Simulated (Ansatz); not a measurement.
`CB1C=C(F)[SiH2]1` → B• + 3 C• + F• + 6 H• + Si•  (atomization)

Isolated molecules relaxed with PBE0-D4/def2-TZVP in Ansatz; ΔE leaves out vibrations. CCSD(T)/CBS is the MP2 limit (def2-TZVPP, def2-QZVPP) plus CCSD(T) − MP2 in def2-TZVPP, frozen cores. This one scheme is used for every species, atoms too. DFT in def2-TZVPP. B3LYP here is the variant with VWN-RPA as its local correlation; programs differ in this. No spin–orbit coupling; open shells (•) take unrestricted orbitals. Spin–orbit coupling would lower the free atoms: a little for B, C, F, Si.

| level | ΔE (kJ/mol) | difference from CCSD(T)/CBS |
| --- | --- | --- |
| PBE-D4 | 4865.9 | 152.6 |
| r2SCAN-D4 | 4771.2 | 57.9 |
| B3LYP-D4 | 4734.6 | 21.3 |
| ωB97M-V | 4751.6 | 38.3 |
| B2PLYP | 4686.1 | -27.2 |
| r2SCAN | 4764.8 | 51.5 |
| PBE0 | 4760.6 | 47.3 |
| HF/def2-TZVPP | 3527.1 | -1186.2 |
| SCS-MP2/def2-TZVPP | 4653.4 | -59.9 |
| CCSD/def2-TZVPP | 4523.6 | -189.7 |
| CCSD(T)/def2-TZVPP | 4600.6 | -112.7 |
| HF/def2-QZVPP | 3532.5 | -1180.8 |
| MP2/def2-QZVPP | 4764.7 | 51.4 |
| SCS-MP2/def2-QZVPP | 4727.5 | 14.2 |
| MP2/CBS(def2) | 4810.9 | 97.6 |
| CCSD/CBS(def2) | 4636.4 | -76.9 |
| CCSD(T)/CBS | 4713.3 | 0 |

Largest T1 diagnostic among the species: 0.014.

From PBE to PBE0 (25 % exact exchange), in def2-TZVPP and without D4, ΔE moves by −79.4 kJ/mol: exact exchange takes away binding that semilocal exchange gives to molecules. In def2-TZVPP, CCSD(T) changes the Hartree–Fock value by +1073.5 kJ/mol (the triples alone add +77.0 kJ/mol) and MP2 by +1171.1 kJ/mol; breaking electron pairs costs correlation energy, which Hartree–Fock lacks. The D4 term adds +41.6 kJ/mol with B3LYP and +21.9 kJ/mol with PBE0; it sums over pairs of atoms, weighted by their polarisabilities, and B3LYP, whose exchange is more repulsive, gets the larger term.

For atomizations the MP2-based limit and the directly extrapolated one differ by several kJ/mol either way, and by 10 to 25 for some Ge, Se and Sn compounds, so smaller differences from it don't rank the levels.
